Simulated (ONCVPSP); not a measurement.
**cobalt (Co), ONCV: configuration errors across variants**

```json
{
 "Element": "cobalt",
 "Generator": "ONCVPSP 4.0.1",
 "Type": "optimised norm-conserving Vanderbilt (ONCV)",
 "Functional": "PW91",
 "Relativity": "scalar-relativistic",
 "Frozen core": "[Ne]",
 "Valence charge": "17",
 "Reference configuration": "3s2 3p6 3d7 4s1 (charge +1)",
 "Partial waves": "3s+4s: rc 1.45 bohr, ncon 4, nbas 8, qcut 10.8 1/bohr, 3 projectors, debl 3.3 Ha; 3p: rc 0.85 bohr, ncon 4, nbas 8, qcut 11.4 1/bohr, 2 projectors, debl 3.5 Ha; 3d: rc 1.70 bohr, ncon 4, nbas 9, qcut 9.7 1/bohr, 2 projectors, debl 1.2 Ha",
 "Local potential": "polynomial inside 0.60 bohr (lpopt 5, dvloc0 2 Ha)",
 "Core correction": "Teter function, fcfact 3, rcfact 1.65"
}
```

All-electron excitation energies from the reference (eV): (1) 3s2 3p6 3d7 4s2 -9.096; (2) 3s2 3p6 3d7 4s0 16.840; (3) 3s2 3p6 3d6 4s0 52.816; (4) 3s2 3p6 3d6 4s2 4p1 0.602.

Errors AE − PS in meV (a dash: test not solved or not reliable):

| change | (1) | (2) | (3) | (4) | bound ghosts | GHOST(+) flags above zero |
| --- | --- | --- | --- | --- | --- | --- |
| base | +2.9 | +1.2 | +77 | +139 | none | s |
| d: rc 1.16 | +1.5 | -0.4 | +12 | +36 | none | s |
| d: rc 1.3 | +1.8 | +0.1 | +23 | +54 | none | s |
| d: rc 1.48 | +2.3 | +0.8 | +43 | +86 | none | s |
| d: rc 1.76 | +3.1 | +1.2 | +88 | +155 | none | s |
| d: rc 1.94 | +3.3 | +0.5 | +126 | +209 | none | s |
| d: rc 2.02 | +3.3 | -0.3 | +145 | +236 | none | s |
| d: rc 2.18 | +3.3 | -2.3 | +181 | +286 | none | s |
| d: rc 2.3 | +3.0 | -5.2 | +219 | +332 | none | s |
| d: rc 2.5 | +2.7 | -7.8 | +244 | +359 | none | s |

Task: Give the same row for: d: rc 1.6.

Result: +2.7, +1.1, +60, +113; bound ghosts: none; GHOST(+) flags above zero: s.
